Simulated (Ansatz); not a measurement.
Input for Ansatz (a program for electronic structure): R-B3LYP-D3(BJ)/def2-SVP on C2F4 (SMILES FC(F)=C(F)F).

Ansatz 0.2 input:
```yaml
crystal:
  periodic: [false, false, false]
  atoms:
    - {symbol: F, position_ang: [-1.58740000, -0.20690000, 0.77540000]}
    - {symbol: C, position_ang: [-0.55930000, -0.35650000, -0.03960000]}
    - {symbol: F, position_ang: [-0.77110000, -1.29660000, -0.94240000]}
    - {symbol: C, position_ang: [0.55930000, 0.35650000, 0.03960000]}
    - {symbol: F, position_ang: [0.77110000, 1.29660000, 0.94240000]}
    - {symbol: F, position_ang: [1.58740000, 0.20690000, -0.77540000]}
basis:
  gaussian:
    orbitals: def2-SVP
hamiltonian:
  xc: b3lyp
  dispersion: d3bj
relax: {f_tol: 0.004, max_steps: 120}
scf: {lower_state_search: off}
```

It printed:

```
WARN ansatz: RAYON_NUM_THREADS=8 ignored (pool sized by the plan → 8); use --threads N
Functional definition: B3LYP
these checks for a lower state are left out or cut short: stability, starts, cluster_reference, orbital_swaps, neighbouring_geometries, increment
integrals: 0.03 GiB planned
895 factors; integrals over basis functions are off by at most 1.3e-4 eV
mean field: 0.32 GiB planned
mean field evaluation 1: about -12927.9930 eV, gradient 3.2e1 eV
mean field evaluation 2: about -12927.3654 eV, gradient 3.9e1 eV
mean field evaluation 4: about -12929.4267 eV, gradient 7.0e-1 eV
mean field evaluation 8: about -12929.4743 eV, gradient 4.8e-3 eV
mean field evaluation 16: about -12929.4743 eV, gradient 3.4e-6 eV
mean field -12929.47427787 eV, -475.1494157992 hartree, gradient 1.9e-6 eV, S^2 0.000000; 0 other end points of the search recorded, 0 dependent functions left out
the calculation of the forces begins
reference -12929.47439862 eV, -475.1494202367 hartree; 24, 24 occupied and 60, 60 virtual orbitals, 895 factors
relax step   1: F+E_penalty+E_count = -12929.61325862 eV  Δ(F+E_penalty+E_count) = +0.000e0 eV  max|allowed force component| = 5.100e-1 eV/Å  Δτ_max = 0.0000 Å  (14 SCF iters, accepted)
these checks for a lower state are left out or cut short: stability, starts, cluster_reference, orbital_swaps, neighbouring_geometries, increment
integrals: 0.03 GiB planned
895 factors; integrals over basis functions are off by at most 1.3e-4 eV
mean field: 0.32 GiB planned
mean field -12929.47991660 eV, -475.1496230189 hartree, gradient 2.5e-6 eV, S^2 0.000000; 0 other end points of the search recorded, 0 dependent functions left out
the calculation of the forces begins
reference -12929.48003705 eV, -475.1496274453 hartree; 24, 24 occupied and 60, 60 virtual orbitals, 895 factors
relax step   2: F+E_penalty+E_count = -12929.61907275 eV  Δ(F+E_penalty+E_count) = -5.814e-3 eV  max|allowed force component| = 2.392e-1 eV/Å  Δτ_max = 0.0073 Å  (19 SCF iters, accepted)
these checks for a lower state are left out or cut short: stability, starts, cluster_reference, orbital_swaps, neighbouring_geometries, increment
integrals: 0.03 GiB planned
895 factors; integrals over basis functions are off by at most 1.3e-4 eV
mean field: 0.32 GiB planned
mean field evaluation 32: about -12929.4817 eV, gradient 2.5e-6 eV
mean field -12929.48172438 eV, -475.1496894536 hartree, gradient 2.5e-6 eV, S^2 0.000000; 0 other end points of the search recorded, 0 dependent functions left out
the calculation of the forces begins
reference -12929.48184453 eV, -475.1496938689 hartree; 24, 24 occupied and 60, 60 virtual orbitals, 895 factors
relax step   3: F+E_penalty+E_count = -12929.62104487 eV  Δ(F+E_penalty+E_count) = -1.972e-3 eV  max|allowed force component| = 6.953e-3 eV/Å  Δτ_max = 0.0081 Å  (19 SCF iters, accepted)
these checks for a lower state are left out or cut short: stability, starts, cluster_reference, orbital_swaps, neighbouring_geometries, increment
integrals: 0.03 GiB planned
895 factors; integrals over basis functions are off by at most 1.3e-4 eV
mean field: 0.32 GiB planned
mean field -12929.48172310 eV, -475.1496894064 hartree, gradient 2.7e-6 eV, S^2 0.000000; 0 other end points of the search recorded, 0 dependent functions left out
the calculation of the forces begins
reference -12929.48184325 eV, -475.1496938219 hartree; 24, 24 occupied and 60, 60 virtual orbitals, 895 factors
relax step   4: F+E_penalty+E_count = -12929.62104764 eV  Δ(F+E_penalty+E_count) = -2.778e-6 eV  max|allowed force component| = 1.880e-3 eV/Å  Δτ_max = 0.0002 Å  (12 SCF iters, accepted)
Total energy: -12929.62116780 eV, -475.1548139045 hartree
Atom 0 at    -1.577434    -0.196521     0.780535 Å, force    -0.001783     0.000591     0.001785 eV/Å
Atom 1 at    -0.560596    -0.357366    -0.039694 Å, force     0.001437     0.000883     0.000044 eV/Å
Atom 2 at    -0.757065    -1.291663    -0.945838 Å, force    -0.000034    -0.001730    -0.001880 eV/Å
Atom 3 at     0.560596     0.357366     0.039694 Å, force    -0.001437    -0.000883    -0.000044 eV/Å
Atom 4 at     0.757065     1.291663     0.945838 Å, force     0.000034     0.001730     0.001880 eV/Å
Atom 5 at     1.577434     0.196521    -0.780535 Å, force     0.001783    -0.000591    -0.001785 eV/Å
Dipole moment:    -0.000000     0.000000     0.000000 e Å
Checks for a lower state left out: stability, starts, cluster_reference, orbital_swaps, neighbouring_geometries, increment
```

Self-consistency was reached.

Cost: around 11 core-seconds (rough).
